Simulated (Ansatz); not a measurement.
C₉H₁₄BrN⁺, that is N-butylpyridinium bromide with one electron fewer. Charge 1, multiplicity 2. Geometry r2SCAN-D4/def2-SVP, that of the neutral singlet.

Cartesian coordinates in Å:
```
C 1.931 -3.333 -0.074
C 0.624 -2.678 0.357
C 0.521 -1.224 -0.095
C -0.803 -0.594 0.329
N -0.888 0.841 0.024
C -0.764 1.753 1.045
C -0.950 3.130 0.729
C -1.017 3.537 -0.580
C -0.946 2.570 -1.620
C -0.884 1.244 -1.282
H 2.034 -3.336 -1.171
H 1.992 -4.376 0.270
H 2.797 -2.791 0.338
H -0.234 -3.256 -0.038
H 0.535 -2.718 1.459
H 0.626 -1.169 -1.194
H 1.339 -0.624 0.339
H -1.657 -1.098 -0.157
H -0.932 -0.695 1.416
H -0.996 1.373 2.038
H -0.974 3.839 1.558
H -1.126 4.597 -0.824
H -0.966 2.858 -2.672
H -0.863 0.442 -2.023
Br 1.600 1.709 1.829
```

(1) Estimate the α-spin orbital energies around the gap (eV) in Ansatz with PBE-D4/def2-TZVP, PBE0-D4/def2-TZVP, r2SCAN0-D4/def2-TZVP.

## Answers

(1) 
```csv
orbital,PBE-D4/def2-TZVP,PBE0-D4/def2-TZVP,r2SCAN0-D4/def2-TZVP
HOMO−5,-11.68,-13.00,-13.20
HOMO−4,-11.33,-12.70,-12.90
HOMO−3,-11.09,-12.49,-12.70
HOMO−2,-10.81,-12.17,-12.40
HOMO−1,-10.75,-12.04,-12.26
HOMO,-10.67,-11.94,-12.20
LUMO,-7.45,-6.56,-6.42
LUMO+1,-6.87,-5.90,-5.78
LUMO+2,-3.91,-2.96,-2.57
LUMO+3,-3.43,-2.33,-1.91
LUMO+4,-3.15,-2.21,-1.78
LUMO+5,-2.89,-1.88,-1.50
β HOMO,-10.46,-11.79,-12.01
β LUMO,-10.01,-9.16,-9.01
```
